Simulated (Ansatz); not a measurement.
Al(OH)(OMe)(NH2) (CH6AlNO2), SMILES C[O][Al]([NH2])[OH]. Atoms are numbered in the order given.

```xyz
11

Al     0.2080     0.1491     0.5029
O      1.2403    -0.1926     1.8097
H      1.7698    -0.9907     1.8748
O      0.0859    -0.9652    -0.7708
C     -0.5780    -1.1260    -1.9827
H     -1.2441    -0.2757    -2.2338
H      0.1422    -1.2338    -2.8157
H     -1.2031    -2.0388    -1.9723
N     -0.6955     1.6642     0.5378
H     -0.6346     2.3413     1.2910
H     -1.3437     1.9935    -0.1685
```

Geometry optimised at r2SCAN-D4/def2-SVP. Other conformers were not sampled.

Two levels are set side by side: PBE-D3(BJ)/def2-SVP (Ansatz, an electronic-structure program) and r2SCAN-D4/def2-SVP (Ansatz). Each level has its own optimised geometry; the coordinates shown are those of the second. Differences are taken from unrounded values.

```json
[
 {"quantity": "mean bond length (Å)", "r2SCAN-D4": "1.286", "PBE-D3(BJ)": "1.296", "PBE-D3(BJ) minus r2SCAN-D4": "0.010"},
 {"quantity": "bond Al1–O2 (Å)", "r2SCAN-D4": "1.700", "PBE-D3(BJ)": "1.715", "PBE-D3(BJ) minus r2SCAN-D4": "0.015"},
 {"quantity": "bond Al1–O4 (Å)", "r2SCAN-D4": "1.697", "PBE-D3(BJ)": "1.713", "PBE-D3(BJ) minus r2SCAN-D4": "0.016"},
 {"quantity": "bond Al1–N9 (Å)", "r2SCAN-D4": "1.764", "PBE-D3(BJ)": "1.774", "PBE-D3(BJ) minus r2SCAN-D4": "0.010"},
 {"quantity": "bond O4–C5 (Å)", "r2SCAN-D4": "1.391", "PBE-D3(BJ)": "1.397", "PBE-D3(BJ) minus r2SCAN-D4": "0.006"},
 {"quantity": "bond O2–H3 (Å)", "r2SCAN-D4": "0.960", "PBE-D3(BJ)": "0.969", "PBE-D3(BJ) minus r2SCAN-D4": "0.009"},
 {"quantity": "bond C5–H6 (Å)", "r2SCAN-D4": "1.109", "PBE-D3(BJ)": "1.117", "PBE-D3(BJ) minus r2SCAN-D4": "0.008"},
 {"quantity": "bond C5–H7 (Å)", "r2SCAN-D4": "1.106", "PBE-D3(BJ)": "1.115", "PBE-D3(BJ) minus r2SCAN-D4": "0.009"},
 {"quantity": "bond C5–H8 (Å)", "r2SCAN-D4": "1.106", "PBE-D3(BJ)": "1.115", "PBE-D3(BJ) minus r2SCAN-D4": "0.009"},
 {"quantity": "bond N9–H10 (Å)", "r2SCAN-D4": "1.015", "PBE-D3(BJ)": "1.021", "PBE-D3(BJ) minus r2SCAN-D4": "0.007"},
 {"quantity": "bond N9–H11 (Å)", "r2SCAN-D4": "1.014", "PBE-D3(BJ)": "1.020", "PBE-D3(BJ) minus r2SCAN-D4": "0.007"}
]
```

On these quantities the two levels nearly agree.
